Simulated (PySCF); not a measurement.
C3H10NO2Si (doublet state).
Geometry (GFN2-xTB, Å), atoms numbered from 1 in this order:
```xyz
17
C3H10NO2Si angstrom
C     -3.3155    0.4075    0.0975
N     -1.9719    0.5969    0.2953
Si    -0.8046   -0.6137    0.6822
O     -0.9196   -1.9140   -0.2858
O      0.5461    0.2714    0.5120
C      1.8609   -0.1898    0.6445
C      2.8167    0.7734   -0.0433
H     -3.6826   -0.5968    0.1023
H     -3.9858    1.2395    0.1567
H     -1.7101    1.5618    0.4234
H     -0.9114   -1.2652    1.9822
H     -1.1255   -1.8318   -1.2142
H      1.9501   -1.1916    0.2085
H      2.1024   -0.2658    1.7120
H      2.7218    1.7639    0.3940
H      2.5817    0.8383   -1.1026
H      3.8403    0.4282    0.0748
```

The hyperfine couplings belong to this conformer and change with its torsions.

Identity: `[CH2]N[Si@@H](O)OCC` [radical].

Method: PySCF 2.14.0, UKS B3LYP, pcH-1 on C H N O Si, non-relativistic, mean-field spin-orbit, GIAO. Geometry: GFN2-xTB, one conformer, isolated molecule. Couplings are sensitive to structure, and on GFN2-xTB geometries they can be far from those on DFT ones. No stability test was run, so a lower SCF solution isn't excluded.

Problem. The isotropic 17O couplings are -2.5, +0.6 MHz. Assign them to O4; O5.

Solution. 
```tsv
site	a_iso (MHz)	ρ(0) (bohr⁻³)	position	distance from C1 (Å)	spin population	largest |T| (MHz)
O4	-2.5	+0.0041	3 bonds from C1	3.36	0.00	0.7
O5	+0.6	-0.0009	3 bonds from C1	3.89	0.00	2.0
```

ρ(0) is the spin density at the nucleus and T the dipolar tensor; a_iso includes a spin–orbit part; entries for several nuclei are means. The largest Mulliken spin populations are on C1 (+0.90) and N2 (+0.15). The angles at C1 add up to 358.6°, so it is planar; its axial dipolar tensor and the negative couplings of its protons fit spin in a p orbital normal to that plane.

Nuclei that the bonding pattern makes equivalent are averaged, as if the motion that swaps them (rotation, inversion, ring flip) were fast. H8 and H9 aren't averaged: C1 is flat or nearly so (angle sum 359°), and its turn about the short C1–N2 bond (1.37 Å) is taken as slow.
